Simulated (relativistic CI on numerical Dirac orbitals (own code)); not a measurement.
**Ru¹⁶⁺: sensitivity of the levels to the model**

Base calculation: Dirac-Coulomb-Breit CI, orbitals from a KLI potential per configuration, QED by a radiative potential, unscaled Slater integrals.

CI space (outside the closed core [Ne]): 3s2.3p6.3d10, 3s2.3p6.3d9.4s, 3s2.3p6.3d9.4p, 3s2.3p6.3d9.4d, 3s2.3p6.3d8.4s2, 3s2.3p6.3d9.4f, 3s2.3p6.3d8.4s.4p, 3s2.3p5.3d10.4s, 3s2.3p6.3d9.5s, 3s2.3p6.3d8.4p2, 3s2.3p6.3d9.5p, 3s2.3p6.3d8.4s.4d, 3s2.3p5.3d10.4p, 3s2.3p6.3d9.5d, 3s2.3p6.3d8.4p.4d, 3s2.3p6.3d9.5f, 3s2.3p6.3d9.5g, 3s2.3p5.3d9.4s2, 3s2.3p6.3d9.6s, 3s2.3p5.3d10.4d, 3s2.3p6.3d9.6p, 3s2.3p6.3d8.4d2, 3s.3p6.3d10.4s, 3s2.3p6.3d9.6d, 3s2.3p5.3d9.4s.4p, 3s2.3p5.3d9.4p2, 3s.3p6.3d10.4p, 3s2.3p5.3d10.4f, 3s2.3p5.3d9.4s.4d, 3s.3p6.3d9.4s2, 3s2.3p5.3d10.5s, 3s2.3p5.3d9.4p.4d, 3s.3p6.3d9.4s.4p, 3s2.3p5.3d10.5p, 3s.3p6.3d10.4d, 3s2.3p4.3d10.4s2. Levels of other configurations are missing.

Variants: (1) valence Slater integrals scaled by 0.9; (2) Breit term removed; (3) configuration mixing switched off. Shifts of the energy above 3s2.3p6.3d10 1S_0, in cm⁻¹, for the lowest level and the first level of each name with at least 55 % of one term (blank where a level changes its place among those of its configuration and J or its character, or is not in the variant):

```csv
Level,Base,Δ(1),Δ(2),Δ(3)
3s2.3p6.3d10 1S_0,0,0,0,0
3s2.3p6.3d9.4s 3D_3,2112174,-720,-156,-5165
3s2.3p6.3d9.4s 3D_2,2117943,-1269,-178,-5262
3s2.3p6.3d9.4s 3D_1,2147296,-756,+1101,-5162
3s2.3p6.3d9.4s 1D_2,2152505,-1432,+1119,-5359
3s2.3p6.3d9.4p 3P°_2,2379467,+304,-925,-4299
3s2.3p6.3d9.4p 3F°_2,2417703,-496,+363,-5796
3s2.3p6.3d9.4p 3P°_1,2420085,+161,+209,-4462
3s2.3p6.3d9.4p 3F°_4,2426541,-435,-107,-5875
3s2.3p6.3d9.4p 1D°_2,2437881,-1962,-217,-6025
3s2.3p6.3d9.4p 1P°_1,2442351,-2414,+10,-4784
3s2.3p6.3d9.4p 3D°_3,2443871,-2262,-225,-6343
3s2.3p6.3d9.4p 3P°_0,2449026,+1013,+990,-3871
3s2.3p6.3d9.4p 3D°_1,2471022,-1906,+884,-5712
3s2.3p6.3d9.4p 3D°_2,2477258,-2233,+1047,-6352
3s2.3p6.3d9.4d 3S_1,2847038,+2838,+672,-1117
3s2.3p6.3d9.4d 3G_4,2870837,-560,+652,-6404
3s2.3p6.3d9.4d 3P_2,2872731,-522,+491,-5377
3s2.3p6.3d9.4d 3G_5,2875195,-246,+998,-6568
3s2.3p6.3d9.4d 3D_3,2879981,-1256,+581,-6167
3s2.3p6.3d9.4d 3F_4,2891716,-1860,+861,-6588
3s2.3p6.3d9.4d 3P_0,2891796,-377,+1153,-5104
```

At this charge energies of transitions that change n are usually good to better than 1 %, and those within a shell (Δn = 0) to a few per cent.

Ionisation energy from the two ground configurations alone: base 669.723 eV; Breit term removed 669.873 eV. The NIST ASD value (theoretical) is 670 eV.

LS names give the leading component of a level, which can be under half, so a name can repeat, a term be missing and a line seem to break the LS rules.
